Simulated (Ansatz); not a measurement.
Reading a saddle point

A first-order saddle point of CH8SeSi, singlet, PBE0-D4/def2-TZVP, with one imaginary mode of 1067i cm⁻¹:

```csv
atom,x (Å),y (Å),z (Å)
Si1,-0.4522,0.1534,-0.2421
H2,0.3111,-1.2938,0.2861
H3,-1.8254,-0.3785,-0.3587
H4,-0.1696,1.3490,-1.0801
C5,-0.0727,0.7752,1.4885
H6,0.3712,-1.4613,-0.6531
Se7,0.2261,-1.2332,-2.4802
H8,-0.3622,0.0664,2.2668
H9,-0.6096,1.7179,1.6441
H10,0.9947,0.9880,1.5961
H11,1.5885,-0.6832,-2.4674
```

Program: Ansatz 0.2.0. Basis: def2-TZVPP and def2-QZVPP. Cores are frozen in the correlated methods. Filled d shells of the heavier atoms are correlated. The def2 sets are not built for correlating such inner shells, so the correlated values are less sure here. Extrapolation: Hartree–Fock as exp(−7.88 √X), correlation as X^−2.97.

Problem. Which contacts change along the imaginary mode, and what lies on either side? (A judgement: the text doesn't fix the answer.)

Solution. Computed: The step is CH₆Si ([CH3][SiH3]) + H₂Se → CH₆SeSi ([CH3][SiH2][SeH]) + H₂, with the molecules in contact on both sides. Shortening one way: Si1–Se7, H2–H6; lengthening the same way: Si1–H2, H6–Se7.
```tsv
pair	one side (Å)	saddle (Å)	other side (Å)
Si1–Se7	3.92	2.72	2.29
H2–H6	3.20	0.96	0.75
Si1–H2	1.49	1.72	4.50
H6–Se7	1.47	1.85	3.31
```

Problem. Which side is lower, and how far does the saddle lie above each? (To be estimated.)

Solution. Computed: The side with Si1–Se7, H2–H6 short is lower by 0.458 eV; the saddle lies 2.546 eV above it and 2.088 eV above the other (CCSD(T) at an estimated basis limit (MP2 extrapolated from triple and quadruple zeta, plus CCSD(T) − MP2 in triple zeta); electronic energies).

The T1 diagnostic stays at or below 0.012.

Labels in which every atom is bracketed show which atoms are joined, not bond orders.

For scale, one of the runs: CCSD(T)/def2-TZVPP, 233 basis functions, launched by `ansatz run in.yaml --threads 4 --pin off --events-out ev --progress --plain --max-ram 9574MiB`. Time: 2 min of wall clock on 4 CPU threads of an Arm Neoverse V1; the host was shared. Peak host memory: 4 GiB.
